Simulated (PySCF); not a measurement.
Dipole response of In⁴⁴⁺ (indium, charge +44)

[He] 2s2 2p1, 2P determinant. Calculation: PySCF 2.14, in an even-tempered Gaussian basis (19 s from 19 bohr⁻², ratio 2.2; 12 p from 25 bohr⁻², ratio 2.2; 5 d from 95 bohr⁻², ratio 2.4; 5 f from 140 bohr⁻², ratio 2.4; 4 g from 210 bohr⁻², ratio 2.4); the spin-free X2C one-electron Hamiltonian (Gaussian nucleus). Coupled (time-dependent) response in atomic units; α is the mean over directions.

```
method  mean α (bohr³)                   α xx, yy, zz  C₆ (like pair)      S(−4)
   UHF       0.0009949  0.001137, 0.0007112, 0.001137       1.093e-05  5.925e-06
  PBE0       0.0009795  0.001122, 0.0006955, 0.001122       1.067e-05  5.772e-06
```

S(−4) is the Cauchy moment in α(ω) = α(0) + S(−4) ω² + …

Spin-orbit coupling is absent.

α(iu) at UHF:

| u (hartree) | α(iu) (bohr³) |
| --- | --- |
| 0 | 0.0009948 |
| 1.00 | 0.0009889 |
| 2.00 | 0.0009717 |
| 4.00 | 0.0009089 |
| 6.00 | 0.0008217 |
| 8.00 | 0.0007261 |
| 10.0 | 0.0006339 |
| 15.0 | 0.0004482 |
| 20.0 | 0.0003277 |
| 30.0 | 0.0002024 |
| 50.0 | 0.0001160 |

A single London oscillator, α(iu) = α/(1 + u²/ω²), gives C₆ = (3/4) ω α². Matching the computed C₆ needs ω = 4 × 1.093e-05 / (3 × 0.0009949²) = 14.7 hartree.

For an ion, C₆ is the dispersion term alone; charge-induced terms of lower order in 1/R come first.

The components differ because the open shell of this determinant is not spherical; for a pure term their mean is the scalar polarisability.

Spin-orbit coupling, absent here, splits the open shell strongly.
